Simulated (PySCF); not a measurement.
Which determinant of SbCl lies lowest?

Unrestricted PBE0; Sb cc-pVDZ-PP with ECP28, Cl cc-pV(D+d)Z; scalar-relativistic core potentials (PySCF 2.14). Outer shells of the fragments: Sb 4d10 5s2 5p3; Cl 3s2 3p5.

Followed along the bond (rough minima from three points):

| 2Ms+1 | unpaired | ⟨S²⟩ at the start | R at minimum (Å) | Te (eV) |
| --- | --- | --- | --- | --- |
| 3 | π ↑↑ | 2.00 | 2.38 | 0.00 |
| 1 | π ↑↓ | 1.01 | 2.37 | 0.32 |
| 1 | none | 0.00 | 2.37 | 1.24 |
| 5 | σ ↑↑, π ↑↑ | 6.00 | none in the scan | ≤ 4.65 |

Solutions found at the starting distance of 2.335 Å, counted from the lowest of them; the search is not exhaustive and high or unbound solutions are not listed, so other states can lie among these:

```tsv
2Ms+1	unpaired	term	E (eV)	⟨S²⟩	⟨Lz²⟩	μ (D)
3	π ↑↑	³Σ⁻	0.00	2.00	0.00	-2.30
1	π ↑↓	mixed	0.32	1.01	2.01	-2.23
1	none	mixed	1.23	0.00	2.00	-2.01
3	σ ↑, π ↑	³Π	2.95	2.01	1.01	-2.09
1	σ ↓, π ↑	mixed	3.24	1.01	1.01	-2.02
3	σ ↑, π ↑	³Π	5.06	2.01	1.00	0.12
3	π ↑↑	mixed	5.31	2.01	2.01	3.21
1	σ ↓, π ↑	mixed	5.38	1.01	1.00	0.51
5	σ ↑↑, π ↑↑	⁵Σ⁻	5.52	6.00	0.00	-0.15
5	σ ↑, π ↑↑↑	⁵Π	5.89	6.00	1.01	2.92
```

A term symbol is given only where ⟨S²⟩ and ⟨Lz²⟩ are close to those of a pure state; real π, δ and φ orbitals otherwise mix terms. A positive dipole means Sb(−)Cl(+).

Spin–orbit coupling is left out. Counting both spins, an empty level lies below a filled one in some of these solutions, because spin and occupation are held.
